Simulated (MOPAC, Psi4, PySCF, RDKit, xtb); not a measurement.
Two geometries of SMILES S/C=C\O, singlet, relaxed at B3LYP-D3(BJ)/def2-SVP with one dihedral held; other torsions can differ between them too.

Structure A

```
8

O      1.2507     1.6556    -1.7531
C      0.3436     1.4725    -0.7465
C     -0.7533     0.7194    -0.9064
S     -1.2447    -0.0973    -2.3929
H      1.6682     2.5205    -1.6587
H      0.5664     1.9415     0.2187
H     -1.4193     0.5534    -0.0580
H     -0.2148     0.3631    -3.1392
```

Structure B

```
8

O      1.2365     2.5277     2.1734
C      0.9566     1.8765     0.9935
C     -0.2160     1.2725     0.7543
S     -1.5660     1.1583     1.8822
H      1.6303     1.9007     2.7978
H      1.7320     1.9250     0.2189
H     -0.3972     0.8066    -0.2171
H     -1.0243     2.0031     2.7912
```

Which is lower in energy at the level Psi4 with DF-MP2 (frozen core)/cc-pVTZ // B3LYP-D3(BJ)/def2-SVP, and by how much?

A is lower, by 2.18 kcal/mol (dihedral H5–O1–C2–C3: 150° in A, 90° in B).

E(B) − E(A) in kcal/mol at the other levels, on the same two geometries: MMFF94 // B3LYP-D3(BJ)/def2-SVP (RDKit) 3.02; PBE0/def2-TZVP // B3LYP-D3(BJ)/def2-SVP (Psi4) 2.46; PBE0-D3(BJ)/def2-TZVP // B3LYP-D3(BJ)/def2-SVP (Psi4) 2.39; PBE/def2-TZVP // B3LYP-D3(BJ)/def2-SVP (Psi4) 2.60; PBE-D3(BJ)/def2-TZVP // B3LYP-D3(BJ)/def2-SVP (Psi4) 2.51; r2SCAN/def2-TZVP // B3LYP-D3(BJ)/def2-SVP (Psi4) 2.68; HF/cc-pVTZ // B3LYP-D3(BJ)/def2-SVP (Psi4) 1.99; UFF // B3LYP-D3(BJ)/def2-SVP (RDKit) 6.84; PM6, restricted, heats of formation // B3LYP-D3(BJ)/def2-SVP (MOPAC) 2.07; PM3, restricted, heats of formation // B3LYP-D3(BJ)/def2-SVP (MOPAC) 1.67; GFN1-xTB // B3LYP-D3(BJ)/def2-SVP (xtb) 2.10; restricted B3LYP/6-31G*, spherical d // B3LYP-D3(BJ)/def2-SVP (PySCF) 2.07; restricted MP2 (frozen core)/6-31G*, spherical d // B3LYP-D3(BJ)/def2-SVP (PySCF) 1.90; restricted LDA (SVWN5)/6-31G*, spherical d // B3LYP-D3(BJ)/def2-SVP (PySCF) 2.23; restricted Hartree-Fock/LANL2DZ, with its core potentials past Ne // B3LYP-D3(BJ)/def2-SVP (PySCF) 2.43.
